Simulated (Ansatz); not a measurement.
`[NH2][GeH]([OH])[CH2]F` and `[NH2][GeH]([OH])[CH2]Cl` differ in one element.

Ansatz, PBE0-D4/def2-TZVP geometries, multiplicity 1. Each molecule was computed in one conformer, which needn't be the lowest.

Scalar relativity is left out up to krypton.

```tsv
property	`[NH2][GeH]([OH])[CH2]F`
size of the dipole moment (ωB97M-V/def2-TZVPP) / D	1.72
HOMO energy (B3LYP/def2-TZVPP) / eV	-7.36
LUMO energy (B3LYP/def2-TZVPP) / eV	0.10
LUMO energy (ωB97M-V/def2-TZVPP) / eV	2.03
size of the dipole moment (PBE/def2-TZVPP) / D	1.62
LUMO energy (PBE/def2-TZVPP) / eV	-0.48
```

(1) Give the same properties after the change, and the shifts. (An estimate is asked.)

## Answers

(1) The calculation gave: 
```
                                          property  `[NH2][GeH]([OH])[CH2]Cl`  shift
size of the dipole moment (ωB97M-V/def2-TZVPP) / D                       1.12  -0.60
               HOMO energy (B3LYP/def2-TZVPP) / eV                      -7.35   0.01
               LUMO energy (B3LYP/def2-TZVPP) / eV                       0.01  -0.09
             LUMO energy (ωB97M-V/def2-TZVPP) / eV                       2.04   0.01
    size of the dipole moment (PBE/def2-TZVPP) / D                       1.14  -0.48
                 LUMO energy (PBE/def2-TZVPP) / eV                      -0.70  -0.22
```

Dipoles are sizes alone; their direction can turn.

B3LYP here is the variant with VWN-RPA as its local correlation; programs differ in this.
